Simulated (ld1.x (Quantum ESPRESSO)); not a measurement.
**Ranking ultrasoft potentials for S (Z = 16)**

All share these settings but for the change named:

ld1.x (Quantum ESPRESSO) 7.5 input, shortened:

```
&input
   title='S', zed=16., rel=2, dft='PBE', iswitch=3,
   config='[Ne] 3s2 3p2.5', rel_dist='average'
 /
 &inputp
   pseudotype=3, tm=.true., lloc=-1, rcloc=1.45,
   nlcc=.true., rcore=1.25,
   which_augfun='PSQ', rmatch_augfun_nc=.true.
 /
4
3S  1  0   2.00   0.00  1.15  1.25  0.0
3S  1  0   0.00  -1.70  1.15  1.25  0.0
3P  2  1   2.50   0.00  1.25  1.70  0.0
3P  2  1   0.00  -1.15  1.25  1.70  0.0
 &test
   configts(1)='3s2 3p2.5'
 /
```

Open shells are filled in proportion to 2j + 1 (rel_dist='average').

Cutoff: the first of the cutoffs (Ry, on a coarse ladder) from which the occupation-weighted sum of valence levels, in a spherical-Bessel basis at the reference potential, stays within 10 and 1 mRy of its value at 400 Ry; the density cutoff is not measured.

The base gives 25 Ry.

Of 8 variants that were run, those that failed, showed a ghost or another fault, or gave nearly equal values are left out.

**Question.** Rank these variants from softest to hardest (loose cutoff).
A. all radii but the core radius scaled by about 1.07 (s 1.34, p 1.82 bohr, rcut 1.24/1.34); local potential all-electron potential smoothed inside 1.56 bohr (lloc = -1)
B. all radii but the core radius scaled by about 1.14 (s 1.42, p 1.94 bohr, rcut 1.30/1.42); local potential all-electron potential smoothed inside 1.64 bohr (lloc = -1)
C. all radii but the core radius scaled by about 1.29 (s 1.62, p 2.20 bohr, rcut 1.48/1.62); local potential all-electron potential smoothed inside 1.88 bohr (lloc = -1)

**Answer.** C (15 Ry), B (18 Ry), A (21 Ry).
